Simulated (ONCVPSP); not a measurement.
**What the settings do to the ONCV potential of calcium (Ca)**

Base potential:

| Property | Result |
| --- | --- |
| Element | Ca |
| Generator | ONCVPSP 4.0.1 |
| Type | optimised norm-conserving Vanderbilt (ONCV) |
| Functional | PBE |
| Relativity | fully relativistic |
| Frozen core | [Ne] |
| Valence charge | 10 |
| Reference configuration | 3s2 3p6 4s1.5 4p0.5 |
| Partial waves | 3s+4s: rc 1.75 bohr, ncon 3, nbas 7, qcut 5.6 1/bohr, 2 projectors; 3p+4p: rc 1.85 bohr, ncon 3, nbas 6, qcut 7 1/bohr, 2 projectors; d scattering state at 0.02 Ha: rc 1.55 bohr, ncon 3, nbas 6, qcut 5.5 1/bohr, 2 projectors, debl 2.8 Ha |
| Local potential | polynomial inside 1.05 bohr (lpopt 5, dvloc0 0 Ha) |
| Core correction | Teter function, fcfact 5, rcfact 1.2 |

Open shells are filled in proportion to 2j + 1.

In the d channel the program set the typed energies aside and used 0.050, 2.850 Ha (j = l + 1/2; the other j can differ).

All-electron outer shells of the reference configuration (PBE, scalar-relativistic, ld1.x):

| shell | level (eV) | outermost node (bohr) | outermost maximum (bohr) |
| --- | --- | --- | --- |
| 2p | -335.45 | – | 0.25 |
| 3s | -47.79 | 0.45 | 0.99 |
| 3p | -28.70 | 0.42 | 1.04 |
| 4s | -4.11 | 1.43 | 3.38 |
| 4p | -1.69 | 1.62 | 4.34 |

Cutoffs, loose and tight: the cutoffs (Ha) at which the residual kinetic energy of the hardest occupied pseudo-wave falls to 1 and 0.1 mHa per electron. They do not see the model core or the augmentation charge, which bear on the density cutoff. Test errors are all-electron minus pseudo excitation energies from the reference, over the configurations 3s2 3p6 4s2 4p0; 3s2 3p6 4s1 4p0; 3s2 3p6 4s0 4p0; 3s2 3p6 4s0 4p1. A dash means not determined; rows that change the core or the reference have their own tests.

For the base: The cutoffs count occupied waves only; projector 2 of the d channel, the hardest unoccupied one, needs 67 Ha at the loose tolerance.

```tsv
change	outcome	cutoff, loose	cutoff, tight	bound ghosts	GHOST(+) flags above zero	largest test error (meV)
base	generated, projector energies reset by the program	15 Ha	18 Ha	none	none	-1.2
local potential polynomial inside 1.05 bohr (lpopt 5, dvloc0 1.5 Ha)	generated, projector energies reset by the program	15 Ha	18 Ha	none	none	-1.2
s: qcut 5.9; p: qcut 7.3; d: qcut 5.8	generated, projector energies reset by the program	15 Ha	18 Ha	none	none	-1.1
core correction Teter function fitted to the true core (icmod 2), fcfact 0.7	generated, projector energies reset by the program	15 Ha	18 Ha	none	none	-1.3
core correction Teter function, fcfact 5, rcfact 1.76	generated, projector energies reset by the program	15 Ha	18 Ha	none	none	-1.4
local potential polynomial inside 1.00 bohr (lpopt 5, dvloc0 -1 Ha)	generated, projector energies reset by the program	15 Ha	18 Ha	none	s	-1.2
core correction Teter function, fcfact 5.6, rcfact 1.2	generated, projector energies reset by the program	15 Ha	18 Ha	none	none	-1.2
```
